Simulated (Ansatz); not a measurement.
Mulliken charges of C$_{2}$H$_{5}$NSi, SMILES `C1=NC[SiH2]1` from ωB97M-V/def2-TZVPP in Ansatz (PBE0-D4/def2-TZVP geometry).

```csv
atom,x (Å),y (Å),z (Å),charge (e)
C1,-0.742,0.493,-0.974,-0.138
N2,0.512,0.755,-1.053,-0.152
C3,1.113,0.093,0.136,-0.232
Si4,-0.625,-0.504,0.607,0.237
H5,-1.437,0.860,-1.728,0.102
H6,1.857,-0.648,-0.165,0.118
H7,1.606,0.824,0.780,0.118
H8,-0.927,-1.962,0.544,-0.026
H9,-1.267,0.042,1.836,-0.026
```

Problem. By hand: the dipole of these point charges (1 e Å = 4.8032 D).

Solution. Σ q r = (-0.063, -0.165, 0.241) e Å, of length 0.299 e Å = 1.44 D.

Problem. How does the dipole of the full density compare? (Estimate.)

Solution. The calculation gave: (-0.160, -0.184, 0.246) e Å, 1.66 D; the point charges give 0.87 times that, at 16° from its direction.

Point charges leave out the atoms' own dipoles, such as those of lone pairs, and Mulliken's split depends on the basis, so the close match here is no proof of good charges.
